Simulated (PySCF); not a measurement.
Scandium: highly charged ions in a basis for the neutral atom

Sc¹⁷⁺ [He] 2s2, Sc¹⁸⁺ [He] 2s1. Calculation: PySCF 2.14, in x2c-SVPall (5s3p3d1f, 36 functions); the spin-free X2C one-electron Hamiltonian (Gaussian nucleus). No spin-orbit coupling, so a gap to NIST mixes the basis error with missing relativistic terms.

Changed run: basis of the neutral atom used for a highly charged ion. This setting is unsound on purpose.

```csv
species,method,sound run (hartree),changed run (hartree),converged
Sc¹⁷⁺,UHF,not run,-521.33675,yes
Sc¹⁷⁺,B3LYP,not run,-521.37056,yes
Sc¹⁷⁺,M06-L,not run,-521.45741,yes
Sc¹⁸⁺,UHF,not run,-477.21482,yes
Sc¹⁸⁺,B3LYP,not run,-477.16649,yes
Sc¹⁸⁺,M06-L,not run,-477.32730,yes
```

Ionisation energy of Sc¹⁷⁺:

| method | changed run (eV) | NIST (eV) |
| --- | --- | --- |
| UHF | 1200.6 | 1213.1 ± 0.4 |
| B3LYP | 1202.9 | 1213.1 ± 0.4 |
| M06-L | 1200.8 | 1213.1 ± 0.4 |

The contracted functions were made for the neutral atom and can be too rigid for a highly charged ion.
